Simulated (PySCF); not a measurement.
A structure optimised at TPSSh-D3(BJ)/def2-SVP, used in a PySCF frequency run:

```
Si
O 1 1.6533
H 2 0.9684 1 116.25
O 1 1.6609 2 108.08 3 -58.08
H 4 0.9675 1 117.04 2 166.10
H 1 1.4767 2 104.35 3 179.22
S 1 2.1575 6 110.04 2 123.24
H 7 1.3527 1 94.46 6 -40.34
```

Q: Write its SMILES and formula.

A: O[SiH](O)S, H₄O₂SSi

Q: What are its rotational constants (standard atomic weights)?

A: 6.5576, 3.2329, 2.4181 GHz
